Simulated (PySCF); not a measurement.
# Correlation energy of Er⁺ (erbium, charge +1)

[Xe] 4f11 6s2, one real determinant (an excited configuration). Calculation: PySCF 2.14, in ANO-RCC-VTZP (8s7p5d3f2g1h, 104 functions); the spin-free X2C one-electron Hamiltonian (Gaussian nucleus). Frozen: [Ar] 3d10; 39 electrons correlated.

MP2 pair energies summed by pair of shells (mhartree):

```json
{"pair": "4f-4f", "energy": "-419.66", "share (%)": "26.1"}
{"pair": "4d-4f", "energy": "-304.63", "share (%)": "18.9"}
{"pair": "4f-5p", "energy": "-251.07", "share (%)": "15.6"}
{"pair": "5p-5p", "energy": "-129.39", "share (%)": "8.0"}
{"pair": "4d-4d", "energy": "-82.79", "share (%)": "5.1"}
{"pair": "4p-4f", "energy": "-64.34", "share (%)": "4.0"}
{"pair": "4d-5p", "energy": "-60.08", "share (%)": "3.7"}
{"pair": "4f-5s", "energy": "-54.99", "share (%)": "3.4"}
{"pair": "4p-4d", "energy": "-46.15", "share (%)": "2.9"}
{"pair": "5p-6s", "energy": "-38.61", "share (%)": "2.4"}
{"pair": "5s-5p", "energy": "-33.06", "share (%)": "2.1"}
{"pair": "4d-5s", "energy": "-21.20", "share (%)": "1.3"}
{"pair": "4f-6s", "energy": "-21.12", "share (%)": "1.3"}
{"pair": "6s-6s", "energy": "-18.52", "share (%)": "1.2"}
{"pair": "4s-4f", "energy": "-12.83", "share (%)": "0.8"}
{"pair": "4p-4p", "energy": "-10.69", "share (%)": "0.7"}
{"pair": "4s-4d", "energy": "-9.41", "share (%)": "0.6"}
{"pair": "4p-5p", "energy": "-7.26", "share (%)": "0.5"}
{"pair": "5s-5s", "energy": "-6.28", "share (%)": "0.4"}
{"pair": "4s-4p", "energy": "-5.20", "share (%)": "0.3"}
{"pair": "4p-5s", "energy": "-3.75", "share (%)": "0.2"}
{"pair": "4d-6s", "energy": "-3.14", "share (%)": "0.2"}
{"pair": "5s-6s", "energy": "-2.01", "share (%)": "0.1"}
{"pair": "4s-4s", "energy": "-0.95", "share (%)": "0.1"}
{"pair": "4s-5p", "energy": "-0.87", "share (%)": "0.1"}
{"pair": "4p-6s", "energy": "-0.36", "share (%)": "0.0"}
{"pair": "4s-5s", "energy": "-0.33", "share (%)": "0.0"}
{"pair": "4s-6s", "energy": "-0.03", "share (%)": "0.0"}
```

Total MP2 correlation energy: -1608.7 mhartree.

Same-spin part -607.65 and opposite-spin part -1001.1 mhartree; SCS-MP2 scales them by 1/3 and 6/5 to -1403.9 mhartree.

The reference is one real determinant that mixes LS terms of this configuration.
